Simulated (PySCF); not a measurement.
AsH₄Si, SMILES [SiH3][AsH], multiplicity 2.

Geometry: r2SCAN-D4/def2-TZVP. The isomer is the one that the SMILES or the coordinates give; other isomers of the formula were not compared.

The numbers are results of r2SCAN-D4/def2-TZVP (PySCF), not measurements.

Frequencies are harmonic and unscaled.

Computed harmonic wavenumbers and intensities:
| mode | ν (cm⁻¹) | IR (km/mol) | moving atoms (share of kinetic energy) |
|---|---|---|---|
| 1 | 166 | 0.9 | H 99 % |
| 2 | 357 | 0.4 | Si 64 %, As 29 % |
| 3 | 447 | 12.5 | H 97 % |
| 4 | 472 | 14.2 | H 92 % |
| 5 | 709 | 21.5 | H 91 % |
| 6 | 880 | 271.0 | H 92 %, Si 8 % |
| 7 | 937 | 40.0 | H 97 % |
| 8 | 942 | 40.6 | H 97 % |
| 9 | 2174 | 54.5 | H 99 % |
| 10 | 2200 | 63.7 | H 99 % |
| 11 | 2208 | 86.8 | H 96 % |
| 12 | 2227 | 106.8 | H 96 % |
